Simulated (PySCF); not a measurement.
## MAl cations for M along the fourth-period p block

PBE0 with double-zeta basis sets in PySCF, for the lowest determinant that a PBE0 search found; no spin–orbit coupling. De refers to high-spin ground-configuration atoms (the charge goes to the atom of lower measured ionisation energy or higher electron affinity, which is not always the lowest computed limit). A positive dipole points towards Al; it is taken about the centre of mass and depends on that origin.

```tsv
M	basis	charged atom	state (unpaired electrons)	Re (Å)	ωe (cm⁻¹)	De (eV)	μ (D)
Ga	6-31G(d,p)	Al+	doublet (σ ↑)	3.195	141	1.61	3.42
Ge	def2-SVP	Al+	triplet (σ ↑, π ↑)	2.820	179	1.14	4.43
As	pcseg-1	Al+	quartet (σ ↑, π ↑↑)	2.600	206	0.79	5.50
Br	pcseg-1	Al+	doublet (σ ↑)	2.196	456	1.62	7.21
```

The shortest bond is that of AlBr⁺ (2.196 Å), the longest that of AlGa⁺ (3.195 Å).

The rows differ in basis set, which adds steps of its own.

The state changes along the series, so neighbouring rows are not always alike in their bonding.

Spin–orbit coupling is left out. For an ion De counts to the pair picked by the measured ionisation energies or electron affinities, which need not be the lowest pair at this level. States were picked by a PBE0 search and need not be the measured ground states.
